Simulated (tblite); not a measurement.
Species: C8H9O (doublet state).
Structure used (GFN2-xTB), in Å, numbered top down from 1:
```
atom  x, y, z in Å
C1    -2.5998   -0.2376   -0.6004
C2    -1.9508   -0.4384    0.7663
O3    -0.8714    0.4436    0.9951
C4     0.3351    0.2148    0.4096
C5     0.6670   -0.9100   -0.3568
C6     1.9367   -0.9872   -0.8446
C7     2.9221   -0.0663   -0.6582
C8     2.5840    1.0507    0.1072
C9     1.3149    1.1856    0.6281
H10   -2.9454    0.7886   -0.6980
H11   -3.4488   -0.9082   -0.7042
H12   -1.8913   -0.4378   -1.4007
H13   -1.6329   -1.4804    0.8987
H14   -2.6688   -0.1972    1.5554
H15   -0.0491   -1.6931   -0.5524
H16    3.9123   -0.1799   -1.0693
H17    3.3276    1.8130    0.2897
H18    1.0496    2.0460    1.2229
```

All values are computed: GFN2-xTB (tblite) harmonic vibrations without scaling, gas phase. Against measured fundamentals such values can be off by several per cent, at times by over 20. One conformer, not necessarily the lowest. Open shells enter through the occupations alone, without spin polarisation, and single modes of such species can be off by tens of per cent.

Harmonic wavenumbers (cm⁻¹): 52.7, 111.3, 172.4, 203.1, 272.7, 351.3, 379.1, 455.0, 474.3, 536.7, 577.3, 616.1, 751.2, 764.4, 818.9, 839.2, 861.5, 895.4, 927.4, 965.4, 1076.3, 1089.1, 1093.4, 1104.8, 1154.3, 1155.4, 1205.1, 1244.8, 1255.7, 1288.9, 1331.9, 1402.5, 1408.1, 1447.3, 1475.1, 1481.5, 1497.9, 1513.8, 1615.3, 2902.3, 2965.5, 3042.2, 3044.6, 3048.9, 3065.8, 3080.8, 3090.2, 3098.7.

A = 4172, B = 1073, C = 920.9 MHz; mass 121.065 u (most abundant isotopes); point group C1, symmetry number 1; spin multiplicity 2.

Problem. Zero-point energy?

Solution. Half the sum of the wavenumbers: 31603 cm⁻¹ = 378.05 kJ/mol.

Problem. Give the ideal-gas entropy at 500 K and 1 bar in the rigid-rotor, harmonic-oscillator model (classical rotation).

Solution. Translation 179.42, rotation 126.72, vibration 164.92, spin (R ln 2) 5.76: S = 476.8 J/(mol K).

Problem. And Cp and H(500 K) − H(0)?

Solution. Cp = 221.03 J/(mol K), of which vibrations give 187.77 (their classical limit is 48 R = 399.1); H(500 K) − H(0) = 61.82 kJ/mol without the zero-point energy, 45.19 from vibrations.

Problem. Which modes carry the vibrational entropy at 500 K?

Solution. 52.7 cm⁻¹: 24.01; 111.3 cm⁻¹: 17.82; 172.4 cm⁻¹: 14.23; 203.1 cm⁻¹: 12.90; 272.7 cm⁻¹: 10.54; 351.3 cm⁻¹: 8.57 J/(mol K); the other 42 give 76.87 together.

Problem. Blend soft modes into free rotors: weight 1/[1 + (100 cm⁻¹/ν̃)⁴] for the oscillator and the rest for a rotor with moment μB/(μ + B), μ = h/(8π²ν), B = 10⁻⁴⁴ kg m². What vibrational entropy results?

Solution. 156.22 J/(mol K) in place of 164.92, which changes −T·S at 500 K by +4.35 kJ/mol.

Hindered rotation and anharmonicity are outside this model. Other conformers, if any are populated, would add a mixing term that is left out. The structure is chiral; the term R ln 2 for an equal mix with its mirror image is left out.
